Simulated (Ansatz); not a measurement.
Consider the redistribution: `[OH][In]([F])[CH2]F` + `O[SiH](F)[SiH3]` → `F[CH2][InH][F]` + `O[SiH2][SiH](O)F`.

Gas-phase electronic energies from Ansatz, PBE0-D4/def2-TZVP geometries. CCSD(T)/CBS adds triple-zeta CCSD(T) − MP2 to the extrapolated MP2 energy (def2 sets, frozen cores). Functionals use def2-TZVPP. B3LYP here is the variant with VWN-RPA as its local correlation; programs differ in this. Elements past krypton have def2 core potentials. For In outer-core shells are correlated without core-valence functions, which leaves a few kJ/mol of doubt a bond. One conformer a species, not always the lowest.

Question: Is it downhill or uphill in electronic energy at CCSD(T)/CBS, and by how much? (Best estimate.)

Answer: Ansatz gave: Downhill: ΔE = -50.5 kJ/mol.

Question: What do these levels give: r2SCAN-D4, ωB97X-V, B2PLYP, B3LYP, SCS-MP2/def2-TZVPP, CCSD(T)/def2-TZVPP? (Estimate.)

Answer: Ansatz gave: r2SCAN-D4 -55.1, ωB97X-V -56.7, B2PLYP -52.7, B3LYP -54.5, SCS-MP2/def2-TZVPP -52.5, CCSD(T)/def2-TZVPP -52.7 kJ/mol.

Largest T1 diagnostic among the species: 0.016.

In def2-TZVPP, CCSD(T) changes the Hartree–Fock value by +13.4 kJ/mol (the triples alone add +3.6 kJ/mol) and MP2 by +13.9 kJ/mol. From PBE to PBE0 (25 % exact exchange), in def2-TZVPP and without D4, ΔE moves by −8.5 kJ/mol.
